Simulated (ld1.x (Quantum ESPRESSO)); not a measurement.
An all-electron radial function and its pseudo partner (hafnium (Hf))

Columns: radius, all-electron u(r) and pseudo u(r) of the 6s shell (level -4.74 eV) of hafnium in the configuration [Xe] 4f14 5d3 6s1 6p0; PBE, scalar-relativistic, ultrasoft scheme, ld1.x (Quantum ESPRESSO) 7.5.

| r (bohr) | all-electron | pseudo |
| --- | --- | --- |
| 0.160 | 0.1141 | -0.0231 |
| 0.320 | -0.1441 | -0.0473 |
| 0.480 | -0.0831 | -0.0736 |
| 0.640 | 0.1307 | -0.1029 |
| 0.800 | 0.2560 | -0.1356 |
| 0.960 | 0.2626 | -0.1721 |
| 1.120 | 0.1878 | -0.2122 |
| 1.280 | 0.0724 | -0.2554 |
| 1.440 | -0.0549 | -0.3009 |
| 1.600 | -0.1769 | -0.3477 |
| 1.760 | -0.2848 | -0.3942 |
| 1.920 | -0.3753 | -0.4392 |
| 2.080 | -0.4478 | -0.4809 |
| 2.240 | -0.5034 | -0.5179 |
| 2.400 | -0.5441 | -0.5488 |
| 2.560 | -0.5717 | -0.5725 |
| 2.720 | -0.5882 | -0.5883 |
| 2.880 | -0.5955 | -0.5955 |
| 3.040 | -0.5952 | -0.5952 |
| 3.200 | -0.5885 | -0.5885 |
| 3.360 | -0.5767 | -0.5767 |
| 3.520 | -0.5610 | -0.5610 |
| 3.680 | -0.5421 | -0.5421 |
| 3.840 | -0.5210 | -0.5210 |
| 4.000 | -0.4982 | -0.4982 |
| 4.160 | -0.4744 | -0.4744 |

**Question.** How many radial nodes do the two functions have?

**Answer.** The all-electron 6s function has n − l − 1 = 5 (the table is too coarse to show those close to the nucleus); the pseudo-wave has 0, since the states of the same l below it are removed with the core.

**Question.** At about which radius was the pseudo-wave matched?

**Answer.** 2.80 bohr, where the columns begin to agree (steps of 0.16 bohr).

**Question.** Is the pseudo-wave norm-conserving?

**Answer.** No, it belongs to an ultrasoft set: the norm inside the radius is not constrained, and the difference is carried by the augmentation charge.
